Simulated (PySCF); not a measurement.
## Electron correlation in F²⁺ (fluorine, charge +2)

[He] 2s2 2p3, high-spin 4S determinant. All numbers are calculated (PySCF 2.14, scalar relativity by spin-free X2C-1e, in jorge-DZP-DKH (4s2p1d, 15 functions)). Frozen: 1s2; 5 electrons correlated.

MP2 pair energies summed by pair of shells (mhartree):

```csv
pair,energy,share (%)
2s-2p,-44.79,68.6
2p-2p,-13.33,20.4
2s-2s,-7.21,11.0
```

Total MP2 correlation energy: -65.32 mhartree.

Same-spin part -15.08 and opposite-spin part -50.24 mhartree; SCS-MP2 scales them by 1/3 and 6/5 to -65.32 mhartree.

| level | correlation energy (mhartree) |
| --- | --- |
| CCSD | -78.22 |
| (T) | -0.31 |
| CCSD(T) | -78.53 |

Diagnostics: T1 = 0.0027, D1 = 0.0052, largest double amplitude 0.032.

**Question.** Is a single reference adequate?

**Answer.** Yes: T1 lies below 0.03 and no double amplitude reaches 0.07.
